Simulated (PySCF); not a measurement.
A run for PySCF: R-B3LYP/LANL2DZ on As2, 2S+1 = 1, a spin state set in the input, which need not be the lowest, a point of a bond scan (R = 2.043 Å).

```python
from pyscf import gto, scf, dft, mp
from pyscf.data.elements import chemcore

mol = gto.M(
    atom='''
    As    0.00000000    0.00000000    0.00000000
    As    0.00000000    0.00000000    2.04305100
    ''',
    basis='lanl2dz',
    ecp={'As': 'lanl2dz'},
    charge=0, spin=0, verbose=3, max_memory=1800)
mf = dft.RKS(mol, xc='b3lyp')
mf.conv_tol = 1e-8
mf.max_cycle = 100
mf.kernel()
if not mf.converged:
    mf = mf.newton().run(mf.mo_coeff, mf.mo_occ)
```

Output:

```
converged SCF energy = -12.221341754639
```

Self-consistency was reached.

Cost: roughly 0.26 core-seconds.
